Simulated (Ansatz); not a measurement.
`CN(C)c1ccc(/C=C/c2ccc(/C=C/c3ccc(/C=C/c4ccc(/C=C/c5ccc(/C=C/c6ccc(/C=C/C#N)cc6)cc5)cc4)cc3)cc2)cc1` with charge -1. The state is a doublet with charge -1. Geometry PBE-D4/def2-SVP, that of the neutral singlet.

Cartesian coordinates in Å:
```
C 0.542 -1.918 -19.595
N 1.591 -2.281 -18.664
C 2.841 -2.820 -19.158
C 1.397 -2.111 -17.307
C 2.413 -2.448 -16.363
C 2.215 -2.273 -14.997
C 1.003 -1.754 -14.472
C 0.755 -1.548 -13.053
C 1.611 -1.792 -12.016
C 1.353 -1.571 -10.601
C 0.119 -1.082 -10.089
C -0.074 -0.876 -8.728
C 0.953 -1.146 -7.782
C 0.806 -0.939 -6.350
C -0.292 -0.459 -5.692
C -0.427 -0.245 -4.259
C 0.605 -0.520 -3.320
C 0.429 -0.294 -1.960
C -0.791 0.222 -1.444
C -1.027 0.475 -0.030
C -0.150 0.279 0.999
C -0.391 0.527 2.412
C 0.645 0.265 3.350
C 0.473 0.474 4.715
C -0.756 0.962 5.232
C -1.003 1.189 6.647
C -0.132 0.983 7.680
C -0.393 1.192 9.096
C -1.630 1.660 9.611
C -1.824 1.823 10.979
C -0.801 1.531 11.922
C -1.074 1.702 13.340
C -0.226 1.444 14.380
C -0.515 1.600 15.798
C -1.758 2.076 16.300
C -1.991 2.193 17.664
C -0.996 1.841 18.616
C -1.192 1.935 20.054
C -2.323 2.343 20.704
C -2.420 2.399 22.121
N -2.520 2.452 23.292
C 0.245 1.373 18.119
C 0.479 1.256 16.749
C 0.439 1.071 11.407
C 0.633 0.909 10.039
C -1.790 1.229 4.295
C -1.618 1.020 2.930
C -1.821 0.496 -2.380
C -1.644 0.270 -3.744
C 2.181 -1.641 -8.291
C 2.375 -1.847 -9.656
C -0.001 -1.424 -15.416
C 0.177 -1.592 -16.788
H 0.271 -0.839 -19.523
H 0.884 -2.111 -20.628
H -0.390 -2.507 -19.430
H 2.801 -2.889 -20.260
H 3.044 -3.841 -18.762
H 3.712 -2.179 -18.890
H 3.373 -2.853 -16.707
H 3.031 -2.551 -14.313
H -0.245 -1.143 -12.821
H 2.615 -2.188 -12.244
H -0.706 -0.859 -10.781
H -1.047 -0.497 -8.382
H 1.699 -1.202 -5.756
H -1.184 -0.191 -6.283
H 1.568 -0.921 -3.671
H 1.257 -0.525 -1.272
H -2.031 0.868 0.203
H 0.856 -0.111 0.766
H 1.609 -0.118 2.978
H 1.306 0.251 5.398
H -2.016 1.561 6.881
H 0.880 0.611 7.448
H -2.455 1.898 8.923
H -2.796 2.185 11.349
H -2.088 2.073 13.569
H 0.787 1.069 14.154
H -2.557 2.360 15.599
H -2.968 2.567 18.006
H -0.329 1.638 20.674
H -3.224 2.652 20.147
H 1.036 1.095 18.833
H 1.452 0.885 16.393
H 1.265 0.836 12.095
H 1.606 0.548 9.669
H -2.755 1.610 4.667
H -2.451 1.241 2.246
H -2.780 0.896 -2.014
H -2.465 0.495 -4.444
H 2.998 -1.863 -7.585
H 3.343 -2.230 -10.016
H -0.959 -1.021 -15.051
H -0.642 -1.315 -17.464
```

Single mean-field runs in def2-SVP are fitted with def2-universal-jkfit.

Estimate the α-spin orbital energies around the gap (eV) in Ansatz with PBE-D4/def2-SVP, PBE0-D4/def2-SVP.


```csv
orbital,PBE-D4/def2-SVP,PBE0-D4/def2-SVP
HOMO−5,-4.07,-5.11
HOMO−4,-3.67,-4.63
HOMO−3,-3.28,-4.16
HOMO−2,-2.92,-3.73
HOMO−1,-2.59,-3.25
HOMO,-1.16,-1.21
LUMO,-0.93,-0.63
LUMO+1,-0.51,-0.03
LUMO+2,-0.06,0.55
LUMO+3,0.22,0.96
LUMO+4,0.36,1.11
LUMO+5,0.60,1.39
β HOMO,-2.53,-3.15
β LUMO,-1.05,-0.49
```
